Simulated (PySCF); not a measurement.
C₆H₆, charge +1, doublet, at a GFN2-xTB geometry (a state made from the parent by changing its charge; the spin is typed, not shown lowest), with bond 11-5 at 1.6 times its length. Base run: TPSS/3-21G in PySCF.

Here is a job for PySCF.
```python
from pyscf import gto, scf, dft

mol = gto.M(
    atom='''
C    -0.765961    1.134576    0.043215
C    -1.362820   -0.125510   -0.052862
C    -0.611660   -1.290375    0.001809
C     0.765961   -1.134576   -0.043215
C     1.362820    0.125510    0.052862
C     0.611660    1.290375   -0.001809
H    -1.380485    2.008172    0.239768
H    -2.426620   -0.203562   -0.257021
H    -1.072546   -2.263294   -0.061904
H     1.380485   -2.008172   -0.239768
H     3.064900    0.250394    0.379516
H     1.072546    2.263294    0.061904
''',
    basis='3-21g',
    charge=1,
    spin=1,
    verbose=4,
)

mf = dft.UKS(mol)
mf.xc = 'tpss'
mf.kernel()
```

The base run was repeated with changes; each row names its change, and settings that it needs were set with it.

```csv
change,ΔE vs base (mEh),SCF cycles,<S^2>,outcome
base,0.000,18,0.759,converged
solver = newton; init_guess = 1e,-,-,-,cut at the time limit
conv_tol = 1e-12,0.000,24,0.759,converged
diis_space = 4,0.000,26,0.759,converged
level_shift = 0.5 (with mf.max_cycle = 100),0.000,82,0.759,converged
level_shift = 0.3 (with mf.max_cycle = 100),0.000,71,0.759,converged
init_guess = vsap,0.000,20,0.759,converged
diis_space = 12,0.000,16,0.759,converged
DIIS = EDIIS,-,50,-,not converged
```

Open shells are given as the SCF converged; they aren't shown to be the lowest states, and a large step between rows can be another state.
